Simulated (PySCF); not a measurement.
The numbers below are computed, except where a source is named.
Si3BH9O3(+)

The system: Si3BH9O3(+), a small molecule; charge +1, doublet. The structure, one conformer, was relaxed in the gas phase by PBE0-D3(BJ)/def2-SVP. No frequency run checks that it is a minimum.

SMILES: [SiH3]OB(O[SiH3])O[SiH3] (charge +1)

Coordinates in Å:
```
B1     -0.027   -0.005    0.010
O2      0.318    1.272    0.246
Si3     0.848    2.855    0.526
O4     -1.324   -0.353   -0.018
Si5    -2.969   -0.737   -0.133
O6      0.923   -0.934   -0.187
Si7     2.110   -2.112   -0.448
H8      0.846    3.567   -0.772
H9      2.212    2.701    1.116
H10    -0.098    3.420    1.529
H11    -3.047   -2.185    0.220
H12    -3.642    0.093    0.905
H13    -3.407   -0.444   -1.516
H14     3.372   -1.477    0.041
H15     2.140   -2.401   -1.900
H16     1.734   -3.272    0.404
```

EPR values by unrestricted B3LYP, IGLO-III on B O Si, pcH-1 on H.

**Question.** Predict g and the largest hyperfine couplings. Where does the spin sit?

**Answer.** g = 2.0065, 2.0168, 2.0170. The spin sits on O4 (26 %, bonded to 1 B + 1 Si), O2 (25 %, bonded to 1 B + 1 Si), O6 (25 %, bonded to 1 B + 1 Si) by Mulliken populations.
```csv
atom,isotope,isotropic (MHz),"dipolar, principal values (MHz)"
H14,1H,135.0,"-2.6, -0.5, 3.1"
H9,1H,121.4,"-2.5, -0.4, 2.9"
H11,1H,116.9,"-2.5, -0.6, 3.0"
O4,17O,-18.2,"-83.8, 41.5, 42.4"
O2,17O,-18.1,"-83.0, 41.1, 41.9"
O6,17O,-17.9,"-83.0, 41.1, 41.9"
```

**Question.** How do the isotropic couplings move with BHandHLYP?

**Answer.** H14 135.0 to 108.7 MHz, H9 121.4 to 98.4 MHz, H11 116.9 to 93.7 MHz, O4 -18.2 to -33.1 MHz.
